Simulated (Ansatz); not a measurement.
Consider the formal hydrolysis of a Cd–S bond: `[F][Cd][SH]` + H₂O → `[OH][Cd][F]` + H₂S.

Isolated molecules relaxed with PBE0-D4/def2-TZVP in Ansatz; ΔE leaves out vibrations. CCSD(T)/CBS is the MP2 limit (def2-TZVPP, def2-QZVPP) plus CCSD(T) − MP2 in def2-TZVPP, frozen cores. This one scheme is used for every species. DFT in def2-TZVPP. Elements past krypton have def2 core potentials. For Cd outer-core shells are correlated without core-valence functions, which leaves a few kJ/mol of doubt a bond. One conformer a species, not always the lowest.

`[F][Cd][SH]`:

Cartesian coordinates in Å:
```
F -2.274 -1.203 0.646
Cd -0.742 -0.173 0.053
S 1.063 1.075 -0.672
H 1.953 0.301 -0.027
```

H₂O:

```xyz
3

O    -0.304   -0.214   -0.116
H     0.236   -0.341    0.667
H     0.067    0.556   -0.552
```

`[OH][Cd][F]`:

```xyz
4

O     0.906    0.511    0.907
Cd   -0.187   -0.398   -0.431
F    -1.171   -1.376   -1.770
H     0.452    1.263    1.294
```

H₂S:

Z-matrix (Å, degrees):
```
S
H 1 1.341
H 1 1.341 2 92.3
```

```csv
species,r2SCAN energy (Eh)
`[F][Cd][SH]`,-666.50013
H₂O,-76.42320
`[OH][Cd][F]`,-343.51504
H₂S,-399.37417
```

(1) Work out ΔE.

Largest T1 diagnostic among the species: 0.017.

Results:

(1) ΔE = (-343.51504) + (-399.37417) − (-666.50013) − (-76.42320) = 0.03412 Eh = +21.4 kcal/mol. CCSD(T)/CBS gives +22.6 kcal/mol.

At CCSD(T), def2-SVP lies −2.0 kcal/mol from the extrapolated value and def2-TZVPP −1.5 kcal/mol. From BLYP to BHLYP (50 % exact exchange), in def2-TZVPP and without D4, ΔE moves by +3.9 kcal/mol.
